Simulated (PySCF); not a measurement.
C2H5S, SMILES [CH2]SC, multiplicity 2.

Geometry optimised at PBE-D3(BJ)/def2-TZVP. The isomer is the one that the SMILES or the coordinates give; other isomers of the formula were not compared.

The numbers are results of TDA-B3LYP/def2-SVPD (PySCF), not measurements.

Vertical excitations. The molecule is in vacuum.

Computed excitation energies, oscillator strengths and character:
| state | energy (eV) | λ (nm) | f | main pairs |
|---|---|---|---|---|
| root 1 | 3.76 | 330 | 0.001 | α HOMO→LUMO 86 % |
| root 2 | 4.24 | 292 | 0.001 | α HOMO→LUMO+1 89 % |
| root 3 | 4.61 | 269 | 0.009 | α HOMO→LUMO+2 95 % |
| root 4 | 4.72 | 263 | 0.087 | α HOMO→LUMO+3 6 %, β HOMO→LUMO 88 % |
| root 5 | 5.26 | 236 | 0.002 | α HOMO→LUMO+4 69 %, α HOMO→LUMO+3 21 % |
| root 6 | 5.38 | 231 | 0.009 | α HOMO→LUMO+3 71 %, α HOMO→LUMO+4 22 %, β HOMO→LUMO 5 % |
| root 7 | 5.74 | 216 | 0.001 | α HOMO→LUMO+5 77 %, β HOMO−1→LUMO 12 % |
| root 8 | 5.82 | 213 | 0.003 | α HOMO→LUMO+5 16 %, α HOMO→LUMO+7 16 %, β HOMO−1→LUMO 63 % |
| root 9 | 5.99 | 207 | 0.009 | α HOMO→LUMO+7 74 %, β HOMO−1→LUMO 20 % |
| root 10 | 6.23 | 199 | 0.000 | α HOMO→LUMO+6 95 % |
Unrestricted roots are not spin-pure.
